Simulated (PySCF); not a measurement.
Gas-phase reaction: ZrCl4.H2O + O = ZrCl2(OH)2 + Cl2

Energies from PySCF, thermal terms from the rigid-rotor harmonic-oscillator model, ideal gas at 1 bar. † marks an energy on the PBE0/def2-TZVP geometry and frequencies. Open shells (unrestricted): O (multiplicity 3); the rest are closed-shell singlets. Spin-orbit splitting is ignored; it lowers the true energy and changes the entropy of O. B3LYP is the form with VWN-RPA correlation. Zr: scalar-relativistic def2 core potential, no spin-orbit coupling. Adducts (ZrCl4.H2O) have no counterpoise correction, and HF, PBE, BLYP, B3LYP and PBE0 lack dispersion. ZrCl4.H2O, ZrCl2(OH)2: computed as isolated molecules; such fragments, hydroxides, amides, oligomers or adducts are transient or little studied in the gas.

ωB97M-V/def2-TZVP† gives ΔH°(298 K) = -213 kJ.

### Question
What do B3LYP/def2-TZVP†, r2SCAN/def2-TZVP†, ωB97X-V/def2-TZVP† give?

### Answer
B3LYP/def2-TZVP†: -227 kJ; r2SCAN/def2-TZVP†: -204 kJ; ωB97X-V/def2-TZVP†: -214 kJ. For scale, ΔH°(298 K) is -213 kJ at this level, -214 kJ at ωB97X-V/def2-TZVP†, and runs from -465 to 7 kJ over the 17 levels computed.
